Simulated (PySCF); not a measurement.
Level of theory: TPSSh-D3(BJ)/def2-TZVP // r2SCAN-D4/def2-SVP (PySCF). Isolated molecules, 0 K electronic values unless said otherwise. One relaxed conformer stands for a flexible species; it need not be the lowest. 

Reference species: [Mo(Cl)(OH)5] (neutral, multiplicity 1).

```
Item                                    Result
-------------------------------------  -------
HOMO–LUMO gap                          3.31 eV
coordination number                          6
charge on the central atom (Mulliken)   1.45 e
```

After one change: the HOMO–LUMO gap falls by 0.87 eV; the coordination number is nearly the same; the charge on the central atom (Mulliken) falls by 0.35 e.

Task: Which change was made? The new species is one of these.
(A) [Mo(Cl)6]
(B) [Mo(Cl)4(OH)2]
(C) [Mo(Cl)2(OH)4]
(D) [Mo(OH)6]

Result: B, [Mo(Cl)4(OH)2]
